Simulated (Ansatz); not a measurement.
NaF, SMILES [F][Na].

Coordinates come from a B3LYP-D3(BJ)/def2-TZVPD optimisation.

Two levels are set side by side: PBE/def2-TZVPD (Ansatz, an electronic-structure program) and ωB97X-V/def2-TZVPD (Ansatz). Energy differences of separate SCF runs at the same geometry; the states with an electron removed or added have multiplicity 2 and 2. Differences are taken from unrounded values.

| quantity | ωB97X-V | PBE | PBE minus ωB97X-V |
|---|---|---|---|
| vertical ionisation energy (eV) | 10.23 | 10.51 | 0.28 |
| vertical electron affinity (eV) | 0.44 | 0.58 | 0.13 |
| vertical singlet–triplet gap (eV) | 5.53 | 5.55 | 0.03 |
